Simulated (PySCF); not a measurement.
A computed series MCl3(NH3)

Computed with PySCF 2.14.0, PBE0, def2-SVP on the ligands, density fitting, scalar-relativistic core potentials, no spin-orbit coupling, vacuum. Each member is relaxed from one template within its symmetry. Distances are means of the shortest metal–ligand contacts, charges and spins Mulliken's; removal energies are rigid, with the ligand's formal charge and no counterpoise, so too large; for an anion taken off a cation in vacuum most of it is the attraction of opposite charges, and multiply charged cations can part far more cheaply with an electron moved from ligand to metal. lcecp potentials hold a fixed number of 4f electrons in the core, out of states, spins and gaps.

```json
{"metal": "Y", "basis on the metal": "def2-SVP with ECP28", "point group": "C3v", "M–Cl (Å)": "2.467", "M–NH3 (Å)": "2.425", "charge on M (e)": "0.73", "dipole (D)": "5.27", "removal of one Cl (eV)": "9.04", "strongest infrared band, degenerate modes summed (cm⁻¹)": "375", "unstable modes (below −25 cm⁻¹)": "0"}
{"metal": "Pm", "basis on the metal": "lcecp-1-SVP with ECP50", "point group": "C3v", "M–Cl (Å)": "2.558", "M–NH3 (Å)": "2.541", "charge on M (e)": "0.86", "dipole (D)": "5.08", "removal of one Cl (eV)": "8.72", "strongest infrared band, degenerate modes summed (cm⁻¹)": "335", "unstable modes (below −25 cm⁻¹)": "0"}
{"metal": "Ho", "basis on the metal": "lcecp-1-SVP with ECP56", "point group": "C3v", "M–Cl (Å)": "2.480", "M–NH3 (Å)": "2.439", "charge on M (e)": "0.80", "dipole (D)": "5.49", "removal of one Cl (eV)": "8.99", "strongest infrared band, degenerate modes summed (cm⁻¹)": "1223", "unstable modes (below −25 cm⁻¹)": "0"}
{"metal": "Lu", "basis on the metal": "lcecp-1-SVP with ECP60", "point group": "C3v", "M–Cl (Å)": "2.438", "M–NH3 (Å)": "2.384", "charge on M (e)": "0.74", "dipole (D)": "5.65", "removal of one Cl (eV)": "9.15", "strongest infrared band, degenerate modes summed (cm⁻¹)": "1229", "unstable modes (below −25 cm⁻¹)": "0"}
```

Q: Order these by the M–Cl distance, lowest first.
A. Eu, lcecp-1-SVP with ECP52
B. Tm, lcecp-1-SVP with ECP58
C. Bi, def2-SVP with ECP60
D. Tb, lcecp-1-SVP with ECP54
E. Pr, lcecp-1-SVP with ECP48

A: B (2.457), C (2.491), D (2.505), A (2.529), E (2.589).

Q: What else do they give?

A: 
```
metal      basis on the metal  point group  M–Cl (Å)  M–NH3 (Å)  charge on M (e)  dipole (D)  removal of one Cl (eV)  strongest infrared band, degenerate modes summed (cm⁻¹)  unstable modes (below −25 cm⁻¹)
   Pr  lcecp-1-SVP with ECP48          C3v     2.589      2.583             0.89        4.94                    8.63                                                      331                                0
   Eu  lcecp-1-SVP with ECP52          C3v     2.529      2.504             0.83        5.24                    8.83                                                      337                                0
   Tb  lcecp-1-SVP with ECP54          C3v     2.505      2.471             0.81        5.37                    8.92                                                     1224                                0
   Tm  lcecp-1-SVP with ECP58          C3v     2.457      2.410             0.79        5.58                    9.06                                                     1224                                0
   Bi     def2-SVP with ECP60           C1     2.491      2.725             0.96        7.21                    8.55                                                        –                        not given
```

From Pr to Lu the M–Cl distance shrinks by 0.15 Å, the lanthanide contraction, and the energy to remove one Cl rises by 0.52 eV.

Moved off a saddle point of the template and relaxed again: Bi. One start shape was tried for each, so a minimum needn't be the lowest isomer.
